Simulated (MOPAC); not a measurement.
MOPAC input (PM7):

```
PM7 FORCE THERMO(298,298) PRECISE LET CHARGE=-1 GEO-OK AUX(PRECISION=9) THREADS=1
CH6FSi2

F     2.02892620 1   -0.99384555 1   -0.49469983 1
Si    1.23398892 1    0.34792994 1   -0.17248232 1
C    -0.30083878 1    0.19144520 1    0.91307321 1
Si   -1.93756835 1    0.00448795 1    0.08739476 1
H     1.70632574 1    1.60628173 1   -0.67925596 1
H    -0.31192061 1    1.08301978 1    1.59166913 1
H    -0.08594711 1   -0.70551528 1    1.55635059 1
H    -2.01147222 1   -1.17983077 1   -0.75736725 1
H    -2.97833672 1   -0.14466350 1    1.09978712 1
H    -2.29965551 1    1.17172583 1   -0.70512983 1
```

From the output:

```
     H   10   0.025987   0.178040   0.196960   3.092417

          HEAT OF FORMATION =    -134.933021 KCALS/MOLE

          ZERO POINT ENERGY      37.908 KCAL/MOL

           NORMAL COORDINATE ANALYSIS (Total motion = 1 Angstrom)

   Root No.       1         2         3         4         5         6         7         8

                 1 A       2 A       3 A       4 A       5 A       6 A       7 A       8 A

                  25.9     124.2     189.9     237.2     432.1     564.8     578.4     697.9

           1   -0.0112   -0.0038   -0.0311   -0.0233    0.0072   -0.0161    0.0063    0.0025
           2   -0.0303   -0.0360   -0.0400   -0.0776    0.0019   -0.0041   -0.0033    0.0113
           3    0.0831    0.0041    0.0074   -0.0005    0.0312    0.0011   -0.0008   -0.0012
           4   -0.0107   -0.0041   -0.0298   -0.0232    0.0037   -0.0051    0.0036   -0.0060
           5    0.0010    0.0096   -0.0151    0.0640    0.0125   -0.0166    0.0356   -0.0056
           6   -0.0429    0.0041    0.0398   -0.0167   -0.0696   -0.0044    0.0018    0.0048
           7   -0.0525   -0.0182    0.0279    0.0700   -0.0016    0.0328    0.0033   -0.0286
           8    0.0224    0.0178   -0.0388    0.0202    0.0057    0.0186   -0.0419   -0.0072
           9   -0.0201   -0.0068   -0.0582    0.0405   -0.0028    0.0268   -0.0331   -0.0381
          10    0.0407    0.0132    0.0320   -0.0004   -0.0091    0.0164   -0.0005    0.0116
          11    0.0065    0.0045    0.0549   -0.0189   -0.0143    0.0091   -0.0249    0.0024
          12    0.0016   -0.0038   -0.0225    0.0019    0.0224   -0.0061    0.0115    0.0180
          13    0.0144    0.0232   -0.0339    0.0251    0.0293   -0.0609    0.0208    0.2716
          14    0.0130    0.0253   -0.0149    0.0871    0.0435   -0.0479    0.0448    0.1558
          15   -0.1637    0.0194    0.1925   -0.1055    0.6953    0.0363   -0.0150   -0.0347
          16   -0.0973   -0.0284    0.0544    0.1172   -0.0061   -0.0444   -0.0487   -0.0193
          17    0.0675    0.0204   -0.0932   -0.0871   -0.0552    0.1151    0.0399   -0.1336
          18    0.0453    0.0083   -0.0958   -0.0363    0.0004    0.1206    0.0493   -0.0523
          19   -0.1139   -0.0236    0.0756    0.1776    0.0210   -0.0755   -0.0767    0.0372
          20    0.0070    0.0250   -0.0181    0.0630    0.0033   -0.0082   -0.0305    0.0270
          21   -0.0847   -0.0251   -0.0155    0.1256    0.0310   -0.0843   -0.1264    0.0059
          22    0.0993   -0.0193    0.0486   -0.0251   -0.0032   -0.1330   -0.0610   -0.0880
          23   -0.0491    0.2443    0.0355   -0.1026   -0.0152   -0.0920    0.0417   -0.1028
          24   -0.0854    0.0937   -0.0463    0.0122    0.0127    0.1542    0.1004    0.1142
          25   -0.0188    0.2575   -0.0388   -0.0501   -0.0031   -0.0426   -0.1055   -0.0160
          26    0.0309   -0.1110    0.0726    0.0168   -0.0104    0.0580   -0.0055    0.0415
          27    0.0184    0.0211    0.0629   -0.0768   -0.0099   -0.1501    0.2008   -0.1553
          28    0.1172   -0.1750    0.0859    0.0205   -0.0044   -0.0432    0.0262   -0.0474
          29    0.0252   -0.1302    0.1267   -0.0099   -0.0189    0.0403    0.1709   -0.0256
          30    0.0913   -0.1221   -0.0245    0.0209    0.0319   -0.1246   -0.1692   -0.0353

   Root No.       9        10        11        12        13        14        15        16

                 9 A      10 A      11 A      12 A      13 A      14 A      15 A      16 A

                 703.3     756.3     768.8     858.3     883.0     890.5     907.4     938.8

           1   -0.0111   -0.0308   -0.0317   -0.0084    0.0646    0.0512   -0.0072   -0.0238
           2    0.0095    0.0033    0.0024    0.0002    0.0002    0.0002    0.0000    0.0002
           3    0.0016   -0.0004   -0.0011   -0.0001   -0.0001    0.0002    0.0000    0.0003
           4   -0.0048    0.0034    0.0024    0.0049   -0.0492   -0.0405    0.0063    0.0228
           5   -0.0227   -0.0006   -0.0401   -0.0021   -0.0058   -0.0088    0.0009    0.0003
           6   -0.0046   -0.0006    0.0008   -0.0004    0.0014   -0.0017    0.0002    0.0006
           7   -0.0179    0.0545    0.0526    0.0014    0.0236    0.0260   -0.0052    0.0178
           8    0.0179   -0.0272    0.1226    0.0059    0.0005    0.0124   -0.0005   -0.0148
           9    0.0779    0.0004   -0.0742   -0.0114    0.0060   -0.0061    0.0004    0.0031
          10    0.0098   -0.0143   -0.0132    0.0005   -0.0116   -0.0013   -0.0154   -0.0116
          11   -0.0039    0.0069   -0.0284   -0.0043   -0.0093    0.0131    0.0059    0.0057
          12   -0.0371    0.0008    0.0382   -0.0183    0.0022   -0.0039   -0.0012   -0.0013
          13    0.2151    0.2082    0.0466    0.0010    0.0257    0.0181   -0.0065   -0.0126
          14    0.1069    0.1198   -0.0143   -0.0042    0.0375    0.0255   -0.0066   -0.0218
          15    0.0247    0.0060   -0.0250   -0.0014   -0.0053    0.0003   -0.0013   -0.0098
          16    0.0016    0.0112    0.0712    0.0232   -0.0470   -0.0122   -0.0130   -0.1708
          17   -0.0193    0.1576    0.0966    0.0308   -0.0189    0.0345   -0.0295   -0.2371
          18    0.0363    0.0657   -0.0976   -0.0371    0.0837    0.0346    0.0082    0.2179
          19    0.0620   -0.1069    0.0970    0.0165   -0.0155    0.0229    0.0100    0.0995
          20    0.0757   -0.1186    0.1446    0.0264    0.0153    0.0784    0.0186    0.2614
          21    0.0827   -0.0803   -0.0521   -0.0200   -0.0624   -0.0944   -0.0027   -0.2277
          22    0.0061    0.0634    0.0562   -0.2147    0.0492   -0.0423   -0.0612    0.0335
          23    0.0771    0.0198    0.0809    0.1238    0.2164   -0.2120   -0.2230    0.0387
          24   -0.0106   -0.0909   -0.0283    0.2973   -0.0229    0.0003    0.0180   -0.0532
          25   -0.0547    0.0607   -0.0306   -0.0163    0.0423    0.0111    0.3590   -0.0122
          26   -0.0092   -0.0265   -0.0188   -0.0104    0.0121   -0.0444   -0.1656    0.0071
          27    0.1771   -0.0053    0.0895    0.0871   -0.2018    0.2457    0.0108   -0.0090
          28    0.0527    0.0003    0.0303    0.1820    0.1402   -0.1077    0.1613   -0.0133
          29    0.1173   -0.0655    0.1140   -0.0630    0.1471   -0.1542    0.2202   -0.0447
          30   -0.1062    0.1001   -0.0672    0.3315    0.0401    0.0364   -0.0115    0.0577

   Root No.      17        18        19        20        21        22        23        24

                17 A      18 A      19 A      20 A      21 A      22 A      23 A      24 A

                1100.7    1273.6    2296.4    2306.8    2312.5    2380.9    2616.9    2672.3

           1    0.0008    0.0005   -0.0000    0.0000    0.0000   -0.0000   -0.0000    0.0003
           2    0.0001    0.0001   -0.0000   -0.0000    0.0000   -0.0006    0.0000    0.0000
           3    0.0006   -0.0003   -0.0000   -0.0000    0.0000    0.0000    0.0000   -0.0000
           4   -0.0003   -0.0007    0.0001   -0.0000    0.0001    0.0170   -0.0007   -0.0011
           5   -0.0003   -0.0004    0.0001   -0.0000    0.0000   -0.0287    0.0008   -0.0023
           6   -0.0054    0.0018   -0.0001   -0.0000   -0.0001    0.0006   -0.0000   -0.0005
           7   -0.0322   -0.0013   -0.0004    0.0002    0.0005   -0.0002   -0.0507   -0.0077
           8   -0.0643   -0.0141   -0.0008   -0.0001    0.0009    0.0005    0.0248   -0.0133
           9    0.0154   -0.0571    0.0003    0.0000   -0.0006    0.0004   -0.0021   -0.0348
          10    0.0007    0.0003   -0.0087   -0.0237    0.0031    0.0000   -0.0010    0.0003
          11    0.0033    0.0003   -0.0204    0.0115    0.0019   -0.0001    0.0004    0.0004
          12    0.0106   -0.0024   -0.0107   -0.0028   -0.0116    0.0001    0.0001   -0.0023
          13    0.0020    0.0038    0.0002   -0.0006   -0.0010   -0.4766    0.0021   -0.0026
          14    0.0021    0.0020   -0.0004    0.0009    0.0016    0.8149   -0.0043    0.0049
          15    0.0093   -0.0046   -0.0001    0.0001    0.0001   -0.0176   -0.0001   -0.0001
          16    0.1280   -0.2393   -0.0014   -0.0045   -0.0042   -0.0022    0.3326    0.4067
          17    0.3418    0.2026    0.0000   -0.0010   -0.0005   -0.0019   -0.0212   -0.0517
          18   -0.1276    0.3219    0.0002   -0.0009   -0.0013   -0.0005    0.2712    0.2944
          19    0.2023    0.2612    0.0008   -0.0020    0.0027    0.0088    0.3110   -0.2945
          20    0.3044   -0.0226   -0.0010    0.0040   -0.0040   -0.0064   -0.3035    0.2589
          21   -0.1155    0.3621    0.0005    0.0003   -0.0008   -0.0055   -0.2475    0.1923
          22    0.0166   -0.0082    0.1558    0.3774    0.2717   -0.0021    0.0020    0.0028
          23    0.0053   -0.0032   -0.0407   -0.0639   -0.0470    0.0005   -0.0004   -0.0009
          24   -0.0078    0.0052    0.1199    0.3029    0.2064   -0.0018    0.0021    0.0027
          25    0.0141   -0.0020    0.2349   -0.0194   -0.1021    0.0008   -0.0001   -0.0008
          26    0.0122   -0.0015    0.5156   -0.0073   -0.2269    0.0019    0.0003   -0.0017
          27   -0.0878    0.0124    0.0866   -0.0039   -0.0452    0.0003   -0.0000    0.0005
          28   -0.0049    0.0017   -0.1446    0.3078   -0.2603    0.0007    0.0024   -0.0027
          29    0.0164   -0.0082    0.1000   -0.2510    0.2117   -0.0006   -0.0017    0.0017
          30   -0.0111    0.0065    0.0891   -0.2193    0.1740   -0.0005   -0.0020    0.0021

           MASS-WEIGHTED COORDINATE ANALYSIS (NORMAL COORDINATES)

   Root No.       1         2         3         4         5         6         7         8

                 1 A       2 A       3 A       4 A       5 A       6 A       7 A       8 A

                  25.9     124.2     189.9     237.2     432.1     564.8     578.4     697.9

           1   -0.0764   -0.0328   -0.2071   -0.1482    0.0379   -0.1578    0.0552    0.0228
           2   -0.2070   -0.3079   -0.2666   -0.4925    0.0098   -0.0399   -0.0285    0.1028
           3    0.5687    0.0350    0.0494   -0.0034    0.1650    0.0107   -0.0071   -0.0105
           4   -0.0892   -0.0422   -0.2413   -0.1793    0.0238   -0.0610    0.0380   -0.0660
           5    0.0081    0.0997   -0.1224    0.4937    0.0802   -0.1978    0.3768   -0.0622
           6   -0.3567    0.0427    0.3220   -0.1291   -0.4476   -0.0518    0.0192    0.0526
           7   -0.2858   -0.1238    0.1480    0.3534   -0.0067    0.2551    0.0231   -0.2060
           8    0.1217    0.1209   -0.2057    0.1018    0.0240    0.1447   -0.2896   -0.0517
           9   -0.1090   -0.0464   -0.3082    0.2045   -0.0118    0.2087   -0.2292   -0.2747
          10    0.3387    0.1374    0.2591   -0.0034   -0.0584    0.1944   -0.0056    0.1274
          11    0.0545    0.0470    0.4446   -0.1462   -0.0917    0.1082   -0.2631    0.0263
          12    0.0136   -0.0394   -0.1823    0.0147    0.1440   -0.0731    0.1213    0.1980
          13    0.0226    0.0457   -0.0519    0.0367    0.0357   -0.1372    0.0417    0.5667
          14    0.0205    0.0498   -0.0229    0.1274    0.0530   -0.1079    0.0897    0.3251
          15   -0.2578    0.0383    0.2953   -0.1543    0.8467    0.0818   -0.0300   -0.0725
          16   -0.1533   -0.0559    0.0835    0.1714   -0.0074   -0.1000   -0.0975   -0.0402
          17    0.1063    0.0403   -0.1429   -0.1274   -0.0672    0.2593    0.0800   -0.2789
          18    0.0713    0.0164   -0.1470   -0.0531    0.0005    0.2716    0.0987   -0.1091
          19   -0.1795   -0.0465    0.1159    0.2596    0.0256   -0.1699   -0.1537    0.0776
          20    0.0110    0.0492   -0.0278    0.0921    0.0040   -0.0185   -0.0610    0.0564
          21   -0.1335   -0.0494   -0.0238    0.1837    0.0377   -0.1898   -0.2532    0.0124
          22    0.1564   -0.0380    0.0745   -0.0367   -0.0039   -0.2995   -0.1222   -0.1838
          23   -0.0773    0.4812    0.0544   -0.1500   -0.0185   -0.2073    0.0835   -0.2145
```

The dipole moment of an ion depends on the origin.
